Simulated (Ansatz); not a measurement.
Total energies of Pb₃O₄⁺ (the lowest doublet isomer of a short search) from Ansatz at PBE0-D4/def2-TZVP, gas phase (1 Eh = 27.2114 eV = 2625.5 kJ/mol). The reference geometry is relaxed at PBE0-D4/def2-SVP.

Cartesian coordinates in Å:
```
Pb -2.038 1.284 -0.979
Pb 1.230 1.261 -0.024
Pb -0.070 -2.283 -0.847
O -0.612 2.310 0.093
O -0.294 -0.211 -1.080
O 0.826 -1.789 1.230
O 0.957 -0.573 1.606
```

| state | geometry | energy (Eh) |
| --- | --- | --- |
| charge 1 doublet | reference | -879.15208 |
| charge 0 singlet | reference | -879.35225 |
| charge 1 quartet | relaxed at PBE0-D4/def2-SVP | -879.10769 |

In the def2 sets Pb takes a core potential; there is no spin–orbit coupling. The structure holds one bond between oxygen atoms, so isomers without such links may lie far lower.

Q: Work out the vertical electron affinity, to the singlet.

A: E(charge 1 doublet) − E(charge 0 singlet) = -879.15208 − (-879.35225) = 0.20017 Eh = 5.45 eV.

Q: Which of the charge 1 states is lowest, and how far above it are the others?

A: The doublet. quartet: -879.10769 − (-879.15208) = 0.04439 Eh = 116.5 kJ/mol. The quartet has fallen apart, so its energy is that of loose fragments and no spin gap. The quartet differs in its bonds from the reference.

A triplet lies near this restricted singlet, and broken spin symmetry wasn't tried. 

The structure comes from a short search, and lower isomers may exist.
